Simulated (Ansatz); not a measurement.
Consider the ligand exchange at a W–F bond: `[O]=[W](=[O])([F])[F]` + dimethylamine → `C[N](C)[W](=[O])(=[O])[F]` + H–F.

Isolated molecules relaxed with PBE0-D4/def2-TZVP in Ansatz; ΔE leaves out vibrations. CCSD(T)/CBS is the MP2 limit (def2-TZVPP, def2-QZVPP) plus CCSD(T) − MP2 in def2-TZVPP, frozen cores. This one scheme is used for every species. Elements past krypton have def2 core potentials. For W outer-core shells are correlated without core-valence functions, which leaves a few kJ/mol of doubt a bond. Each species was taken in one conformer, which may not be the lowest.

`[O]=[W](=[O])([F])[F]`:

Z-matrix (Å, degrees):
```
W
O 1 1.693
F 1 1.849 2 109.1
F 1 1.849 2 109.1 3 124.4
O 1 1.693 2 106.7 3 -117.8
```

`CNC`:

Z-matrix (Å, degrees):
```
C
N 1 1.445
H 1 1.094 2 109.4
H 1 1.092 2 110.0 3 117.9
H 1 1.104 2 114.0 3 -120.2
C 2 1.445 1 112.8 3 65.3
H 2 1.011 1 109.8 3 -171.9
H 6 1.104 2 114.0 1 54.9
H 6 1.094 2 109.4 1 -65.3
H 6 1.092 2 110.0 1 176.8
```

`C[N](C)[W](=[O])(=[O])[F]`:

```xyz
13

C    -0.606   -0.019    1.400
N    -0.132    0.025    0.029
C    -1.166   -0.267   -0.947
W     1.715    0.265   -0.437
O     2.001   -0.624   -1.867
O     2.651   -0.334    0.860
F     2.072    2.082   -0.715
H    -1.367    0.753    1.563
H    -1.054   -0.995    1.617
H     0.212    0.148    2.101
H    -1.616   -1.245   -0.743
H    -1.955    0.492   -0.902
H    -0.755   -0.281   -1.957
```

H–F:

Cartesian coordinates in Å:
```
F 0.123 -0.386 0.218
H -0.123 0.386 -0.218
```

| species | MP2/def2-TZVPP energy (Eh) |
| --- | --- |
| `[O]=[W](=[O])([F])[F]` | -416.81873 |
| `CNC` | -134.87265 |
| `C[N](C)[W](=[O])(=[O])[F]` | -451.35567 |
| H–F | -100.33585 |

Task: Work out ΔE.

Result: ΔE = (-451.35567) + (-100.33585) − (-416.81873) − (-134.87265) = -0.00014 Eh = -0.4 kJ/mol. CCSD(T)/CBS gives +5.3 kJ/mol.

Largest T1 diagnostic among the species: 0.023, so the coupled-cluster value is less sure than usual.

In def2-TZVPP, CCSD(T) changes the Hartree–Fock value by −36.2 kJ/mol (the triples alone add −5.3 kJ/mol) and MP2 by −43.6 kJ/mol. From r2SCAN to r2SCAN0 (25 % exact exchange), in def2-TZVPP and without D4, ΔE moves by −4.7 kJ/mol. At CCSD(T), def2-SVP lies +11.8 kJ/mol from the extrapolated value and def2-TZVPP +1.8 kJ/mol.
